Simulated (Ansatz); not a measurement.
This geometry of GaH$_{5}$SSi (8 atoms, charge 0, multiplicity 1) is a first-order saddle point.

Level of theory: RKS PBE/def2-SVP in Ansatz.

```xyz
8
Properties=species:S:1:pos:R:3
Ga -1.332 -0.458 -0.837
Si 0.726 0.473 0.690
S -0.271 -1.860 -2.019
H 0.430 -0.741 -0.668
H -2.545 0.366 -0.292
H 2.181 0.087 0.647
H 0.616 1.951 0.408
H 0.196 0.182 2.071
```

Q: Which two structures does it join? (They come from a converged band through this point; their orientation in space is the band's.)

A: Bonds broken: Ga1–Si2, S3–H4. Bonds formed: Si2–H4. GaH5SSi becomes GaHS + H4Si.

Image 0:

```xyz
8
Properties=species:S:1:pos:R:3
Ga -1.095 -0.172 -0.521
Si 0.606 0.739 0.933
S -0.568 -1.780 -1.969
H 0.750 -1.840 -1.624
H -2.621 0.221 -0.601
H 1.959 0.147 0.632
H 0.696 2.237 0.776
H 0.272 0.447 2.375
```

Image 6:

```xyz
8
Properties=species:S:1:pos:R:3
Ga -1.750 -0.833 -1.499
Si 1.047 0.586 0.966
S -1.092 -2.482 -2.482
H 0.381 -0.290 -0.071
H -2.350 0.414 -0.806
H 2.535 0.496 0.795
H 0.585 2.002 0.765
H 0.644 0.108 2.331
```

Q: How far does it lie above each of them?

A: 1.99 eV above the first and 1.12 eV above the second. This is the barrier of this one path; another mechanism may lie lower. The orbitals stay closed-shell, which can raise the energy where a bond breaks towards radicals; this wasn't checked here.

Run time: 88 s on 2 threads of Arm Neoverse V1, on a shared host, peak memory 0.14 GiB.
